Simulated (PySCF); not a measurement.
ClH6SbSi2, SMILES [SiH3][Sb]([Cl])[SiH3].

The structure is a stationary point at B3LYP-D3(BJ)/def2-SVP. The structure was generated by enumeration; whether it is a known compound was not checked. The def2 effective core potentials stand for the cores of Sb; spin–orbit coupling is left out.

Method: PBE/def2-TZVP run with PySCF.

**Question.** Estimate the frontier levels, gap, dipole moment and polarisability. (Estimate from the structure and the level; the computed values follow.)

**Answer.** 
The highest occupied level is -6.22 eV, the lowest empty level is -2.92 eV and the orbital gap is 3.30 eV. The dipole moment is 2.35 D. The quadrupole, principal values (traceless, Buckingham form, about the centre of nuclear charge) is -4.03, 1.71, 2.33 D·Å and the mean static polarisability is 120.1 bohr³ (17.80 Å³). The polarisability, principal values comes out as 104.4, 120.6, 135.3 bohr³.
